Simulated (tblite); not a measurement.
Compound: C5H9OS (doublet state).
Z-matrix (Å and degrees, GFN2-xTB geometry), rows numbered from 1:
```
C 
O   1  1.4337
C   2  1.3029  1  120.90
C   3  1.3086  2  142.67  1    31.94
C   4  1.5214  3  127.09  2    11.01
C   5  1.5237  4  110.80  3  -124.41
S   6  1.8282  5  112.54  4    63.20
H   1  1.0930  2  109.27  3   -93.66
H   1  1.0889  2  106.81  3   147.99
H   1  1.0910  2  111.34  3    27.71
H   4  1.0822  3  118.75  2  -173.69
H   5  1.0899  4  110.49  3    -2.48
H   5  1.0940  4  109.17  3   116.55
H   6  1.0904  5  111.36  4   -57.73
H   6  1.0901  5  110.93  4  -179.64
H   7  1.3330  6   95.16  5   -61.44
```

The geometry is computed with GFN2-xTB (gas phase). This method treats the open shell by occupation alone, without spin polarisation.

Take the most abundant isotopes and a rigid rotor. The values belong to one conformer with, in the numbering `[CH3:1][O:2]/[C:3]=[CH:4]\[CH2:5][CH2:6][SH:7]`, C1–O2–C3–C4 32°, C3–C4–C5–C6 -124°, C4–C5–C6–S7 63°, C5–C6–S7–H -61°.

Problem. What are A, B and C (MHz)?

Solution. Ia = 157.00, Ib = 376.99, Ic = 464.32 u·Å²; 505379 MHz·u·Å²/I gives A = 3219, B = 1341, C = 1088 MHz.

Problem. Classify the top.

Solution. An asymmetric top; Ray's κ = -0.763.

Problem. Is it planar, by Δ = Ic − Ia − Ib?

Solution. Not planar: Δ = Ic − Ia − Ib = -69.66 u·Å². For a rigid frame Δ = −2 Σ m c², so Σ m c² = 34.83 u·Å² lies off the ab plane: 11.79 from hydrogen and 23.04 from heavier atoms. The atom farthest from that plane is 1.66 Å away.

Problem. Give the other two planar moments, Paa and Pbb, and the rms extents of the mass along the axes.

Solution. Paa = Σ m a² = (Ib + Ic − Ia)/2 = 342.16 and Pbb = Σ m b² = (Ia + Ic − Ib)/2 = 122.17 u·Å². With the mass M = 117.04 u, the rms extents √(P/M) along a, b and c are 1.71, 1.02, 0.55 Å.

Problem. Give the coordinates in the principal-axis frame, origin at the centre of mass.

Solution. The sense of each axis is arbitrary; atoms in the order of the calculation.
```json
{"atom": "C1", "mass (u)": "12.000", "a (Å)": "-1.868", "b (Å)": "-1.335", "c (Å)": "-0.597"}
{"atom": "O2", "mass (u)": "15.995", "a (Å)": "-2.411", "b (Å)": "-0.217", "c (Å)": "0.118"}
{"atom": "C3", "mass (u)": "12.000", "a (Å)": "-1.630", "b (Å)": "0.682", "c (Å)": "0.646"}
{"atom": "C4", "mass (u)": "12.000", "a (Å)": "-0.482", "b (Å)": "1.288", "c (Å)": "0.483"}
{"atom": "C5", "mass (u)": "12.000", "a (Å)": "0.413", "b (Å)": "1.244", "c (Å)": "-0.747"}
{"atom": "C6", "mass (u)": "12.000", "a (Å)": "1.815", "b (Å)": "0.776", "c (Å)": "-0.380"}
{"atom": "S7", "mass (u)": "31.972", "a (Å)": "1.836", "b (Å)": "-0.933", "c (Å)": "0.269"}
{"atom": "H8", "mass (u)": "1.008", "a (Å)": "-1.826", "b (Å)": "-1.096", "c (Å)": "-1.662"}
{"atom": "H9", "mass (u)": "1.008", "a (Å)": "-2.548", "b (Å)": "-2.171", "c (Å)": "-0.438"}
{"atom": "H10", "mass (u)": "1.008", "a (Å)": "-0.870", "b (Å)": "-1.590", "c (Å)": "-0.237"}
{"atom": "H11", "mass (u)": "1.008", "a (Å)": "-0.131", "b (Å)": "1.956", "c (Å)": "1.259"}
{"atom": "H12", "mass (u)": "1.008", "a (Å)": "-0.011", "b (Å)": "0.584", "c (Å)": "-1.503"}
{"atom": "H13", "mass (u)": "1.008", "a (Å)": "0.489", "b (Å)": "2.250", "c (Å)": "-1.172"}
{"atom": "H14", "mass (u)": "1.008", "a (Å)": "2.264", "b (Å)": "1.421", "c (Å)": "0.376"}
{"atom": "H15", "mass (u)": "1.008", "a (Å)": "2.460", "b (Å)": "0.750", "c (Å)": "-1.259"}
{"atom": "H16", "mass (u)": "1.008", "a (Å)": "1.061", "b (Å)": "-0.671", "c (Å)": "1.321"}
```

Problem. Estimate the classical rotational partition function at 50 K, 200 K and 500 K.

Solution. Point group C1, symmetry number σ = 1; q = (√π/σ)·√((kT/h)³/(ABC)), k/h = 20836.6 MHz/K: 27500 at 50 K, 220000 at 200 K, 870000 at 500 K.

For this open shell read J as N, the rotation without spin; fine and hyperfine splittings come on top. Its GFN2-xTB frequencies are all real (lowest 65 cm⁻¹). No vibrational averaging or centrifugal distortion is included, and the geometry carries the error of its method.

Hardware: an Arm Neoverse V1 with one thread, shared host with 32 logical CPUs at a one-minute load of 32. Cost: 0.72 s. These figures are those of the optimisation.
